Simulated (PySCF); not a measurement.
Compound: C4H8OSi.
Geometry (PBE0-D3(BJ)/def2-SVP, Å), atoms numbered from 1 in this order:
```xyz
14
C4H8OSi angstrom
C      1.959   -0.009   -0.323
C      1.422   -0.049    1.085
O      2.146   -0.105    2.054
Si    -0.474   -0.022    1.363
C     -1.573    0.795    0.089
C     -1.594   -0.730    0.041
H      1.551    0.857   -0.869
H      1.642   -0.913   -0.868
H      3.056    0.042   -0.300
H     -0.890   -0.059    2.784
H     -2.485    1.293    0.439
H     -1.112    1.319   -0.756
H     -1.139   -1.211   -0.832
H     -2.519   -1.226    0.356
```

Linear response at B3LYP/def2-SVPD (PySCF, frozen core in the response, non-relativistic). One conformer (not necessarily the lowest) at the PBE0-D3(BJ)/def2-SVP geometry, without solvent, vibrations or thermal averaging.

Static isotropic polarisability: 81.11 au (12.02 Å³), principal values 63.4, 78.3, 101.6 au.

Problem. What is the polarisability at 1064 nm and at the sodium D line?

Solution. 82.15 au at 1064 nm (+1.3 %), 84.75 au at 589.3 nm (+4.5 %). The rise at 589.3 nm is 3.51 times that at 1064 nm; a pure ω² law gives 3.26. The lowest singlet lies at 349 nm, shorter than both wavelengths.

Problem. What is the isotropic C6 coefficient between two such molecules, C6 = (3/π)∫α(iω)² dω?

Solution. 2390 au (Eh·bohr⁶) by a ten-point quadrature over imaginary frequencies, which is 1430 eV·Å⁶ or 138 J·nm⁶/mol.

Problem. Which effective excitation energy ω̄ makes London's formula C6 = (3/4)α²ω̄ exact here?

Solution. ω̄ = 4·C6/(3α²) = 0.484 Eh = 13.2 eV. A one-pole form α(ω) = α/(1 − ω²/ω̄²) fitted to the 1064 nm value gives 10.4 eV. London's choice of the ionisation energy (8.95 eV, ΔSCF at the same level) gives C6 = 1620 au, 32 % too low.

Problem. How anisotropic is the static polarisability, by Δα² = ½[(α1 − α2)² + (α2 − α3)² + (α3 − α1)²]?

Solution. Δα = 33.3 au, or 0.41 of the isotropic value.

Problem. How many electrons N does the Slater–Kirkwood formula C6 = (3/4)·√N·α^(3/2) need to give this C6?

Solution. N = (4·C6/3)²/α³ = 19.0; the species has 54 electrons in all.

Problem. What three-body coefficient follows from the one-pole estimate C9 = (3/4)·α·C6?

Solution. 145000 au. This is an estimate from the two numbers above, not a computed integral.

Problem. What does −C6/R⁶ come to at R = 12 Å between centres?

Solution. -46 J/mol. This is the leading, orientation-averaged term; C8 and higher terms are left out.

Problem. The lowest 10 singlets have (eV, f): 3.56, 0.001; 4.78, 0.144; 6.19, 0.001; 6.21, 0.016; 6.22, 0.005; 6.29, 0.001; 6.47, 0.041; 6.59, 0.073; 6.61, 0.010; 6.80, 0.021. What share of the static polarisability do they carry in the sum over states α = Σ f/ω²?

Solution. 7.62 au, 9.4 % of α; the largest term, 4.65 au, is that of the state at 4.78 eV. Their oscillator strengths add up to 0.31. Higher states carry the rest.
